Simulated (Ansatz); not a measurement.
A nudged elastic band was laid between two geometries of F3HSi + H2O (8 atoms, charge 0, multiplicity 1).

Level of theory: RKS B3LYP/def2-SVP (Ansatz).

| Item | Value |
| --- | --- |
| movable images | 7 |
| climbing image | yes |
| spring | 5.0 eV/Å² |
| optimiser | quadratic models (default) |
| start path | through a guess of the saddle point |
| force threshold | 0.2 eV/Å |
| iteration limit | 60 |
| end points | relaxed |

First end point:

```xyz
8
Properties=species:S:1:pos:R:3
Si 0.254 0.021 0.030
H 0.559 0.442 1.393
F 1.647 0.074 -0.786
F -0.712 1.002 -0.816
F -0.223 -1.513 -0.146
O -1.989 -0.087 1.241
H -2.544 0.435 0.643
H -2.255 -1.004 1.075
```

Last end point:

```xyz
8
Properties=species:S:1:pos:R:3
Si -0.219 -0.237 -0.881
H -1.433 0.879 3.508
F 1.305 -0.469 -0.450
F -0.345 1.208 -1.539
F -0.560 -1.346 -1.983
O -1.240 -0.301 0.382
H -1.392 -1.136 0.841
H -1.378 0.772 2.757
```

Question: Which bonds break or form, and what moves?

Answer: Bonds broken: Si1–H2, O6–H8. Bonds formed: Si1–O6, H2–H8. F3HSi + H2O becomes F3HOSi + H2.

Question: Give the energies along the band, and the barrier.

Answer: The forces met the threshold. The highest image is number 4 of 0 to 8, 165.4 kJ/mol above the first end and 217.3 kJ/mol above the last; the last end lies 51.9 kJ/mol below the first. The threshold of 0.2 eV/Å is loose, so the images may lie well off the minimum-energy path. Neighbouring images differ by up to 1.7 eV, so the band resolves the path poorly. The order of the stationary point at the top wasn't checked. The orbitals stay closed-shell, which can raise the energy where a bond breaks towards radicals; this wasn't checked here.

| image | path coordinate (Å) | energy (kJ/mol) | Si1–H2 (Å) | O6–H8 (Å) | Si1–O6 (Å) |
| --- | --- | --- | --- | --- | --- |
| 0 | 0.00 | 0.0 | 1.46 | 0.97 | 2.55 |
| 1 | 0.83 | 3.7 | 1.46 | 0.97 | 2.53 |
| 2 | 1.66 | 8.1 | 1.46 | 0.97 | 2.51 |
| 3 | 2.49 | 33.3 | 1.48 | 0.97 | 2.16 |
| 4 | 3.33 | 165.4 | 1.72 | 1.26 | 1.82 |
| 5 | 4.43 | 1.8 | 2.57 | 1.94 | 1.64 |
| 6 | 5.54 | -48.5 | 3.59 | 2.53 | 1.63 |
| 7 | 6.65 | -51.6 | 4.32 | 2.62 | 1.63 |
| 8 | 7.75 | -51.9 | 4.69 | 2.61 | 1.63 |

Question: What is the geometry of the highest image?

Answer: 
```xyz
8
Properties=species:S:1:pos:R:3
Si -0.269 0.011 -0.075
H 0.099 0.147 1.594
F 1.344 -0.116 -0.201
F -0.534 1.372 -0.887
F -0.674 -1.337 -0.884
O -1.853 0.009 0.829
H -2.480 -0.705 0.618
H -0.894 -0.011 1.639
```

Run time: 2.7 min on 2 threads of Arm Neoverse V1, with other jobs on the host, peak memory 0.18 GiB.
